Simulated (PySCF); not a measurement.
## Energy of N⁺ (nitrogen, charge +1) between two integer charges

The 2p alpha orbital of [He] 2s2 2p2 is emptied in steps (occupation f), with all orbitals relaxed, ending at [He] 2s2 2p1. Calculation: PySCF 2.14, in def2-TZVPPD (6s3p3d1f, 37 functions); the non-relativistic Hamiltonian (point nucleus). The exact energy is a straight line in f; departures are measured from the line between the end points of the same method.

Task: Among UHF, LDA, PBE, PBE0, r2SCAN, LC-wPBE, BHandHLYP, wB97X, B3LYP, BLYP, which shows the largest delocalisation error (convex curve), and which is closest to linear?

Result: Most convex: LDA (-2.044 eV at f = 0.5); closest to linear: UHF (0.275 eV).

| f | UHF (eV) | LDA (eV) | PBE (eV) | PBE0 (eV) | r2SCAN (eV) | LC-wPBE (eV) | BHandHLYP (eV) | wB97X (eV) | B3LYP (eV) | BLYP (eV) |
| --- | --- | --- | --- | --- | --- | --- | --- | --- | --- | --- |
| 1 | 0.000 | 0.000 | 0.000 | 0.000 | 0.000 | 0.000 | 0.000 | 0.000 | 0.000 | 0.000 |
| 0.75 | 0.213 | -1.523 | -1.485 | -1.065 | -1.371 | -0.528 | -0.650 | -0.562 | -1.156 | -1.489 |
| 0.5 | 0.275 | -2.044 | -1.985 | -1.420 | -1.812 | -0.702 | -0.865 | -0.741 | -1.541 | -1.989 |
| 0.25 | 0.201 | -1.540 | -1.487 | -1.060 | -1.337 | -0.519 | -0.645 | -0.541 | -1.151 | -1.487 |
| 0 | 0.000 | 0.000 | 0.000 | 0.000 | 0.000 | 0.000 | 0.000 | 0.000 | 0.000 | 0.000 |

| method | E(f=0) − E(f=1) (eV) | −ε at f=1 (eV) | −ε at f=0.5 (eV) |
| --- | --- | --- | --- |
| UHF | 29.210 | 30.380 | 29.178 |
| LDA | 30.052 | 21.997 | 30.007 |
| PBE | 29.900 | 22.020 | 29.895 |
| PBE0 | 29.912 | 24.242 | 29.924 |
| r2SCAN | 30.138 | 22.795 | 30.225 |
| LC-wPBE | 30.093 | 27.285 | 30.115 |
| BHandHLYP | 29.841 | 26.376 | 29.854 |
| wB97X | 29.748 | 26.746 | 29.800 |
| B3LYP | 30.001 | 23.854 | 30.012 |
| BLYP | 29.830 | 21.924 | 29.834 |

Reference removal energy between the ground levels: 29.601 eV (semi-empirical (NIST evaluation); NIST Atomic Spectra Database, ionization energies). The calculation has no spin-orbit coupling. UHF lacks correlation.
